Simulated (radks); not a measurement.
Values are calculated unless marked as measured or tabulated.
The potassium ion K2+, 17 electrons, occupied as [Ne] 3s1.5 3p5 4f0.5 (fractional occupations, a model configuration). Level of theory: Dirac Kohn-Sham, PBEsol, spin-unpolarised, spherical densities, finite nucleus; open shells are shared between the two j in proportion to 2j + 1; Fermi nuclear charge, rms radius 3.4349 fm (a radial shooting solver on a logarithmic mesh with Libxc functionals).

Unscreened Slater integrals over Kohn-Sham orbitals (eV). Large and small components are both included.

\begin{tabular}{lr}
integral & value \\ \hline
F0(4f7/2,4f7/2) & 3.7511 \\
F2(4f7/2,4f7/2) & 2.0896 \\
F4(4f7/2,4f7/2) & 1.3960 \\
F6(4f7/2,4f7/2) & 1.0335 \\
F0(4f7/2,4f5/2) & 3.7512 \\
F2(4f7/2,4f5/2) & 2.0896 \\
F4(4f7/2,4f5/2) & 1.3960 \\
G2(4f7/2,4f5/2) & 2.0895 \\
G4(4f7/2,4f5/2) & 1.3960 \\
G6(4f7/2,4f5/2) & 1.0335 \\
F0(4f7/2,3p3/2) & 4.6944 \\
F2(4f7/2,3p3/2) & 0.43833 \\
G2(4f7/2,3p3/2) & 0.074757 \\
G4(4f7/2,3p3/2) & 0.048159 \\
F0(4f7/2,3p1/2) & 4.6945 \\
G4(4f7/2,3p1/2) & 0.047282 \\
F0(4f5/2,4f5/2) & 3.7512 \\
F2(4f5/2,4f5/2) & 2.0896 \\
F4(4f5/2,4f5/2) & 1.3960 \\
F0(4f5/2,3p3/2) & 4.6945 \\
F2(4f5/2,3p3/2) & 0.43839 \\
G2(4f5/2,3p3/2) & 0.074765 \\
G4(4f5/2,3p3/2) & 0.048164 \\
F0(4f5/2,3p1/2) & 4.6946 \\
G2(4f5/2,3p1/2) & 0.073422 \\
F0(3p3/2,3p3/2) & 18.568 \\
F2(3p3/2,3p3/2) & 9.3898 \\
F0(3p3/2,3p1/2) & 18.614 \\
G2(3p3/2,3p1/2) & 9.4094 \\
F0(3p1/2,3p1/2) & 18.660 \\
\end{tabular}
